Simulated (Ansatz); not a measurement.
Q: Name a neutral molecule of B, C, Cl, O, S and H with HOMO energy (PBE/def2-TZVPP) between -6.10 and -5.80 eV and HOMO–LUMO gap (PBE0/def2-TZVPP) between 3.55 and 3.85 eV (Ansatz, PBE0-D4/def2-TZVP geometry).

A: `OB(Cl)C=S` (-5.97 eV, 3.68 eV). Other molecules can fit too; these were computed, each in one conformer that needn't be the lowest.
